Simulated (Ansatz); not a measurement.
Compare A (`[CH3][GeH]([NH2])[SiH3]`) with its isomer B (`N[CH2][GeH2][SiH3]`).

Calculated with Ansatz (gas phase, PBE0-D4/def2-TZVP geometries, no zero-point term in ΔE). CCSD(T)/CBS is the MP2 limit (def2-TZVPP, def2-QZVPP) plus CCSD(T) − MP2 in def2-TZVPP, frozen cores. Functionals use def2-TZVPP. B3LYP here is the variant with VWN-RPA as its local correlation; programs differ in this. For Ge outer-core shells are correlated without core-valence functions, which leaves a few kJ/mol of doubt a bond. Scalar relativity is left out up to krypton. One conformer a species, not always the lowest.

A:

Z-matrix (Å, degrees):
```
C
Ge 1 1.952
H 1 1.091 2 109.4
H 1 1.091 2 110.3 3 -119.6
H 1 1.091 2 110.7 3 120.3
N 2 1.854 1 106.6 3 55.1
Si 2 2.397 1 111.2 3 178.5
H 2 1.544 1 110.9 3 -58.9
H 6 1.011 2 113.5 1 -168.9
H 6 1.012 2 113.6 1 67.6
H 7 1.490 2 109.6 1 -60.5
H 7 1.490 2 112.2 1 59.6
H 7 1.489 2 110.6 1 -179.4
```

B:

```xyz
13

N    -1.591   -0.527   -0.777
C    -0.235   -0.956   -1.088
Ge    1.041    0.371   -0.381
Si    0.471    0.814    1.886
H    -2.269   -1.226   -1.053
H    -1.826    0.325   -1.269
H    -0.031   -1.891   -0.559
H    -0.033   -1.137   -2.153
H     0.932    1.664   -1.220
H     2.484   -0.154   -0.529
H     0.232   -0.468    2.601
H    -0.753    1.652    1.967
H     1.578    1.535    2.574
```

Problem. Which is lower in electronic energy at CCSD(T)/CBS, and by how much? (Estimate.)

Solution. The calculation gave: A, by 90.8 kJ/mol.

Problem. Give E(B) − E(A) in kJ/mol with ωB97M-V, r2SCAN-D4, HF/def2-TZVPP, B3LYP, MP2/def2-TZVPP, CCSD(T)/def2-TZVPP, CCSD/def2-TZVPP. (Estimate.)

Solution. Ansatz gave: ωB97M-V 87.4, r2SCAN-D4 91.1, HF/def2-TZVPP 91.1, B3LYP 88.1, MP2/def2-TZVPP 96.6, CCSD(T)/def2-TZVPP 91.5, CCSD/def2-TZVPP 91.0. None reverses the order clearly.

Largest T1 diagnostic: 0.011.
